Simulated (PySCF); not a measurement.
C$_{2}$F$_{4}$ (SMILES FC(F)=C(F)F), singlet, geometry from GFN2-xTB; M06/STO-3G (PySCF).

Here is a job for PySCF.
```python
from pyscf import gto, scf, dft

mol = gto.Mole()
mol.atom = '''
    C    -0.001053    0.002480    0.664375
    C     0.001053   -0.002480   -0.664375
    F     0.002738    1.101181    1.396572
    F    -0.007178   -1.090724    1.404739
    F     0.007178    1.090724   -1.404739
    F    -0.002738   -1.101181   -1.396572
'''
mol.basis = 'sto-3g'
mol.charge = 0
mol.spin = 0
mol.verbose = 4
mol.build()

mf = dft.RKS(mol)
mf.xc = 'm06'
mf.kernel()
mf.analyze()
```

Predict the main parts of the log of this PySCF run.


```
PySCF version 2.14.0

[INPUT] verbose = 4
[INPUT] num. atoms = 6
[INPUT] num. electrons = 48
[INPUT] charge = 0
[INPUT] spin (= nelec alpha-beta = 2S) = 0
[INPUT] symmetry False subgroup None
[INPUT] Mole.unit = angstrom
[INPUT] Symbol           X                Y                Z      unit          X                Y                Z       unit  Magmom
[INPUT]  1 C     -0.001053000000   0.002480000000   0.664375000000 AA   -0.001989881609   0.004686520789   1.255486794008 Bohr   0.0
[INPUT]  2 C      0.001053000000  -0.002480000000  -0.664375000000 AA    0.001989881609  -0.004686520789  -1.255486794008 Bohr   0.0
[INPUT]  3 F      0.002738000000   1.101181000000   1.396572000000 AA    0.005174070129   2.080930503575   2.639138593236 Bohr   0.0
[INPUT]  4 F     -0.007178000000  -1.090724000000   1.404739000000 AA   -0.013564454122  -2.061169637490   2.654571986495 Bohr   0.0
[INPUT]  5 F      0.007178000000   1.090724000000  -1.404739000000 AA    0.013564454122   2.061169637490  -2.654571986495 Bohr   0.0
[INPUT]  6 F     -0.002738000000  -1.101181000000  -1.396572000000 AA   -0.005174070129  -2.080930503575  -2.639138593236 Bohr   0.0

nuclear repulsion = 243.612883508379
number of shells = 18
number of NR pGTOs = 90
number of NR cGTOs = 30
basis = sto-3g
ecp = {}

******** <class 'pyscf.dft.rks.RKS'> ********
method = RKS
initial guess = minao
damping factor = 0
level_shift factor = 0
DIIS = <class 'pyscf.scf.diis.CDIIS'>
diis_start_cycle = 1
diis_space = 8
diis_damp = 0
SCF conv_tol = 1e-09
SCF conv_tol_grad = None
SCF max_cycles = 50
direct_scf = True
direct_scf_tol = 1e-13
XC library pyscf.dft.libxc version 7.1.2
    S. Lehtola, C. Steigemann, M. J. T. Oliveira, and M. A. L. Marques,  SoftwareX 7, 1–5 (2018)
XC functionals = m06
    Y. Zhao and D. G. Truhlar,  Theor. Chem. Acc. 120, 215 (2008)
    Y. Zhao and D. G. Truhlar,  Theor. Chem. Acc. 120, 215 (2008)
radial grids:
    Treutler-Ahlrichs [JCP 102, 346 (1995); DOI:10.1063/1.469408] (M4) radial grids

becke partition: Becke, JCP 88, 2547 (1988); DOI:10.1063/1.454033
pruning grids: <function nwchem_prune>
grids dens level: 3
symmetrized grids: False
atomic radii adjust function: <function treutler_atomic_radii_adjust>
small_rho_cutoff = 0
Set gradient conv threshold to 3.16228e-05
Initial guess from minao.
tot grids = 85288
init E= -469.618175544571
  HOMO = -0.22233977412217  LUMO = 0.0520727404665976  gap/eV = 7.46714
cycle= 1 E= -468.352531498231  delta_E= 1.27  |g|= 0.686  |ddm|= 3.63
  HOMO = -0.130017687391248  LUMO = 0.0608029658000224  gap/eV = 5.19249
cycle= 2 E= -468.295749151062  delta_E= 0.0568  |g|= 0.885  |ddm|= 2.01
  HOMO = -0.122082357874222  LUMO = 0.148171868538365  gap/eV = 7.35399
cycle= 3 E= -468.516167002173  delta_E= -0.22  |g|= 0.00911  |ddm|= 1.07
  HOMO = -0.121341094173534  LUMO = 0.151034565089125  gap/eV = 7.41172
cycle= 4 E= -468.516191545049  delta_E= -2.45e-05  |g|= 0.000319  |ddm|= 0.0129
  HOMO = -0.121325192490855  LUMO = 0.151049560360967  gap/eV = 7.41169
cycle= 5 E= -468.516191586998  delta_E= -4.19e-08  |g|= 2.02e-05  |ddm|= 0.000738
  HOMO = -0.12132455048682  LUMO = 0.151046681087535  gap/eV = 7.41160
cycle= 6 E= -468.516191587202  delta_E= -2.04e-10  |g|= 1.5e-06  |ddm|= 4.86e-05
  HOMO = -0.121324749410817  LUMO = 0.151046475439588  gap/eV = 7.41160
Extra cycle  E= -468.516191587204  delta_E= -2.05e-12  |g|= 1.12e-06  |ddm|= 4.39e-06
converged SCF energy = -468.516191587204
**** SCF Summaries ****
Total Energy =                        -468.516191587204048
Nuclear Repulsion Energy =             243.612883508379099
One-electron Energy =                -1138.908010173262028
Two-electron Energy =                  426.778935077678852
Two-electron Coulomb Energy =          479.529603981924367
DFT Exchange-Correlation Energy =      -52.750668904245536
HOMO-LUMO gap [eV] =                     7.411598540144584
**** MO energy ****
MO #1   energy= -24.5529606911111  occ= 2
MO #2   energy= -24.5529532475133  occ= 2
MO #3   energy= -24.5528344720259  occ= 2
MO #4   energy= -24.5527271100023  occ= 2
MO #5   energy= -10.2050103134557  occ= 2
MO #6   energy= -10.2044929745322  occ= 2
MO #7   energy= -1.22399620540003  occ= 2
MO #8   energy= -1.20857208239447  occ= 2
MO #9   energy= -1.1582542043418   occ= 2
MO #10  energy= -1.14696560077987  occ= 2
MO #11  energy= -0.721123811086995 occ= 2
MO #12  energy= -0.530721361053074 occ= 2
MO #13  energy= -0.487775612049178 occ= 2
MO #14  energy= -0.48072092371273  occ= 2
MO #15  energy= -0.446703712668791 occ= 2
MO #16  energy= -0.421498798119668 occ= 2
MO #17  energy= -0.364587074404535 occ= 2
MO #18  energy= -0.309513593469428 occ= 2
MO #19  energy= -0.278923442135052 occ= 2
MO #20  energy= -0.277058209735886 occ= 2
MO #21  energy= -0.268634415073042 occ= 2
MO #22  energy= -0.26276413587993  occ= 2
MO #23  energy= -0.253744608376568 occ= 2
MO #24  energy= -0.121324749410817 occ= 2
MO #25  energy= 0.151046475439588  occ= 0
MO #26  energy= 0.248669355225376  occ= 0
MO #27  energy= 0.31474968964106   occ= 0
MO #28  energy= 0.376965181694086  occ= 0
MO #29  energy= 0.577507034366698  occ= 0
MO #30  energy= 0.66516025529336   occ= 0
 ** Mulliken pop on meta-lowdin orthogonal AOs  **
 ** Mulliken pop  **
pop of  0 C 1s            1.99974
pop of  0 C 2s            1.01704
pop of  0 C 2px           1.23669
pop of  0 C 2py           0.76373
pop of  0 C 2pz           0.92058
pop of  1 C 1s            1.99974
pop of  1 C 2s            1.01704
pop of  1 C 2px           1.23669
pop of  1 C 2py           0.76373
pop of  1 C 2pz           0.92058
pop of  2 F 1s            1.99993
pop of  2 F 2s            1.87213
pop of  2 F 2px           1.88165
pop of  2 F 2py           1.54075
pop of  2 F 2pz           1.73664
pop of  3 F 1s            1.99993
pop of  3 F 2s            1.87213
pop of  3 F 2px           1.88164
pop of  3 F 2py           1.54476
pop of  3 F 2pz           1.73264
pop of  4 F 1s            1.99993
pop of  4 F 2s            1.87213
pop of  4 F 2px           1.88164
pop of  4 F 2py           1.54476
pop of  4 F 2pz           1.73264
pop of  5 F 1s            1.99993
pop of  5 F 2s            1.87213
pop of  5 F 2px           1.88165
pop of  5 F 2py           1.54075
pop of  5 F 2pz           1.73664
 ** Mulliken atomic charges  **
charge of    0C =      0.06222
charge of    1C =      0.06222
charge of    2F =     -0.03111
charge of    3F =     -0.03111
charge of    4F =     -0.03111
charge of    5F =     -0.03111
Dipole moment(X, Y, Z, Debye):  0.00000, -0.00000, -0.00000
```
